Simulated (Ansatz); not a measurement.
`S[SiH]1C[SiH2]1`, charge 0, multiplicity 1.

(1) Give a relaxed structure at PBE0-D4/def2-TZVP (Ansatz 0.2.0). (Best estimate.)

## Answers

(1) Ansatz gave: 
Z-matrix (Å, degrees):
```
Si
C 1 1.892
Si 1 2.244 2 53.9
S 1 2.126 2 117.4 3 -106.4
H 1 1.482 2 115.5 3 113.6
H 2 1.089 1 116.9 3 -112.0
H 2 1.088 1 117.2 3 111.5
H 3 1.482 1 122.0 2 101.0
H 3 1.481 1 121.3 2 -101.3
H 4 1.346 1 95.6 2 -77.1
```
This is one stationary point; other conformers may exist.
